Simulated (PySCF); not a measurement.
Zn₂Te (singlet). Method: B3LYP in PySCF with Te def2-SVP with ECP28, Zn def2-SVP; scalar-relativistic core potentials, no spin–orbit coupling; density-fitted integrals.

Harmonic bands of its minimum:

| ω (cm⁻¹) | IR (km/mol, summed over degenerate members) | degeneracy |
| --- | --- | --- |
| 41 | 15.0 | 2 |
| 159 | 0.0 | 1 |
| 163 | 13.0 | 1 |

**Question.** The central atom is Te. Infer the point group and assign the bands.

**Answer.** D∞h. The modes span πu + σg+ + σu+: 41 πu, 159 σg+, 163 σu+. The computed geometry has Te–Zn 2.567 Å (×2); Zn–Te–Zn 180.0°.

This need not be the most stable arrangement of these atoms.
